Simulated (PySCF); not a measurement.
C₆ coefficients of unlike pairs at TPSS

Calculated with PySCF 2.14 from the dipole response of each species, C₆(A,B) = (3/π) ∫ α_A(iu) α_B(iu) du, in atomic units, from isotropic polarisabilities. For ions this is the dispersion term alone; charge-induced terms of lower order in 1/R come first.

| species | configuration | basis | relativity | α (bohr³) | C₆ (like pair) |
| --- | --- | --- | --- | --- | --- |
| Si | [Ne] 3s2 3p2 (3P) | aug-cc-pCVQZ-DK (10s9p7d5f3g) | spin-free X2C | 40.14 | 332.5 |
| Si⁺ | [Ne] 3s2 3p1 (2P) | aug-cc-pwCVDZ (6s5p3d) | none | 19.34 | 104.8 |
| Ta²⁺ | [Xe] 4f14 5d3 (4F) | def2-TZVPPD with the def2 core potential (60 electrons) (6s5p3d2f1g) | core potential | 14.22 | 80.20 |

(1) Estimate C₆ for Ta²⁺ with Si.

No spin-orbit coupling is included.

The other pairs:

```
     pair     C₆
  Si⁺, Si  185.1
Ta²⁺, Si⁺  88.21
```

Results:

(1) The integral gives 152.0. The combination rule 2 C_A C_B / (C_A α_B/α_A + C_B α_A/α_B) gives 155.0 and the geometric mean 163.3.
